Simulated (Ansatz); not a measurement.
C2H7BSn (`B[C](=C)[SnH3]`) at its PBE0-D4/def2-TZVP geometry, where that method's forces vanish. Charge 0, multiplicity 1. Sn takes the def2 core potential.

```xyz
11

B    -1.3741    0.7761    0.7874
C    -0.0707    0.0539    0.4043
C     0.7423   -0.3509    1.3924
Sn    0.4658   -0.3144   -1.6324
H    -1.6177    0.9536    1.9493
H    -2.1539    1.1671   -0.0345
H     0.4805   -0.1694    2.4350
H     1.6858   -0.8699    1.2275
H     1.9678   -1.1342   -1.6600
H    -0.7269   -1.2740   -2.3892
H     0.6012    1.1620   -2.4798
```

Problem. What forces (eV/Å) does ωB97M-V/def2-TZVPP give on these atoms in the Gaussian-basis code of Ansatz? (An estimate is asked.)

Solution. Computed: 
```
B1  -0.146  0.083  0.106
C2   0.119 -0.067 -0.060
C3  -0.027  0.016  0.038
Sn4  0.020 -0.013 -0.053
H5   0.027 -0.021 -0.149
H6   0.100 -0.050  0.094
H7   0.021 -0.015 -0.094
H8  -0.082  0.044 -0.002
H9  -0.098  0.054  0.010
H10  0.076  0.061  0.052
H11 -0.009 -0.094  0.058
```
